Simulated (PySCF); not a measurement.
Species: (SiH3)3P, H9PSi3.
Numbering: `[SiH3:1][P:2]([SiH3:3])[SiH3:4]` (hydrogens: H5, H6, H7 on Si1; H8, H9, H10 on Si3; H11, H12, H13 on Si4)

Jobs on this species (13 atoms, 66 electrons) with PySCF (density fitting). Hardware of each: one thread, Intel Xeon Platinum 8488C (x86_64), on a shared host. The host was shared with other jobs, so the times are rough. Peak memory is the resident size of the whole Python process, interpreter and libraries included.

```
                level and settings                                                                          work  basis functions  SCF cycles  wall time  peak memory
                      B3LYP/6-31G*  spin–spin couplings from 13 perturbed nuclei, spin–dipole term for 4 of them               90           ?          ?            ?
PBE0-D3(BJ)/def2-SVP, grid level 1                                   geometry optimisation from a GFN2-xTB start              117          35       33 s     0.52 GiB
                     B3LYP/cc-pVTZ  spin–spin couplings from 13 perturbed nuclei, spin–dipole term for 4 of them              262          11       59 s      1.1 GiB
                   B3LYP/def2-TZVP  spin–spin couplings from 13 perturbed nuclei, spin–dipole term for 4 of them              202          11       40 s     0.92 GiB
```

Fill in the missing figures.

- B3LYP/6-31G*; spin–spin couplings from 13 perturbed nuclei, spin–dipole term for 4 of them: 14 s, 0.64 GiB, 11 SCF cycles

What do all jobs in the table cost together?

About 2.4 min; the longest takes about 40 % of that, and about 4.2 times as long as the shortest.
